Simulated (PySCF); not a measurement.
**Working out the ionisation energy of Rh**

Rh [Kr] 4d8 5s1 (4F) → Rh⁺ [Kr] 4d8 (3F). Computed with PySCF 2.14 in def2-QZVPPD with the def2 core potential (28 electrons) (7s5p4d4f2g, 88 functions), with a scalar-relativistic core potential. Frozen: 4s2 4p6. Energies in hartree (1 hartree = 27.21139 eV):

| part | Rh (lower) | Rh⁺ (upper) |
| --- | --- | --- |
| UHF | -109.746485 | -109.514678 |
| CCSD correlation | -0.255858 | -0.223614 |
| (T) | -0.011662 | -0.008270 |

Q: What does Hartree-Fock give?

A: (-109.514678) − (-109.746485) = 0.231807 hartree = 6.308 eV.

Q: What do CCSD and CCSD(T) give?

A: The CCSD correlation energies differ by 0.032244 hartree = 0.877 eV and the triples by 0.003392 hartree = 0.092 eV, so CCSD gives 7.185 eV and CCSD(T) 7.277 eV.

Measured between the centres of the two terms (NIST): 7.479 eV, so CCSD(T) (valence) is off by -0.202 eV.

What remains against the reference includes basis incompleteness, the frozen core and higher excitations.
